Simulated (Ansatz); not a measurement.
```yaml
crystal:
  periodic: [false, false, false]
  atoms:
    - {symbol: Nb, position_ang: [-0.463854, -2.378952, -0.397099]}
    - {symbol: Nb, position_ang: [1.507500, -1.051341, 0.012471]}
    - {symbol: Nb, position_ang: [-0.755379, 0.284133, -0.111474]}
    - {symbol: Te, position_ang: [-2.245726, -1.005469, -1.955940]}
    - {symbol: Te, position_ang: [-0.198715, -1.395592, 2.155869]}
    - {symbol: Te, position_ang: [1.271606, 1.029784, -1.886795]}
    - {symbol: Te, position_ang: [-0.888769, 2.599242, 1.411888]}
    - {symbol: Te, position_ang: [1.773337, 1.918185, 0.771080]}
basis:
  gaussian: {orbitals: def2-TZVP}
total_charge: 1
magnetization: {spin_polarized: true, initial_magnetization: 2}
hamiltonian: {xc: pbe0, dispersion: d4}
scf: {omitted_lower_state_checks: [starts]}
output: {orbitals: {seedname: orbitals}}
```

```sh
$ ansatz run in.yaml --threads 4 --pin off --events-out ev --progress --plain --max-ram 6963MiB
```

(1) Does this run fit into the memory that it is given?

## Answers

(1) No. It has 370 basis functions, and Ansatz plans for 7.07 GiB where 6.79 GiB are given.
